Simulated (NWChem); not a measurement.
System: C₄H₃FOS; SMILES s1c(F)c(cc1)O

```xyz
10

O     -0.6680     2.2252     0.0000
C     -0.5017     0.8877     0.0000
C     -1.5979    -0.0258     0.0000
C     -1.1951    -1.3316     0.0000
S      0.5198    -1.4985     0.0000
C      0.6932     0.2199     0.0000
F      1.8914     0.7993     0.0000
H      0.2003     2.6452     0.0000
H     -2.6382     0.2999     0.0000
H     -1.8178    -2.2246     0.0000
```
Atoms are numbered in this order, from 1.

All runs use the structure optimised with PBE0/def2-SVP.

**Question.** Give the principal values of the shielding tensors (ppm) of O1, C2, C3, C4, S5 from B3LYP/6-31G* (spherical d), GIAO (NWChem), with their diamagnetic and paramagnetic parts as GIAO splits them.

**Answer.** 
```tsv
atom	σ11	σ22	σ33	isotropic	diamagnetic	paramagnetic
O1	204.2	240.6	310.1	251.6	394.9	-143.3
C2	12.1	54.6	120.3	62.3	249.9	-187.6
C3	11.5	70.2	158.0	79.9	255.2	-175.3
C4	-0.4	92.3	162.4	84.8	260.7	-175.9
S5	283.8	446.0	451.8	393.9	1057.2	-663.3
```
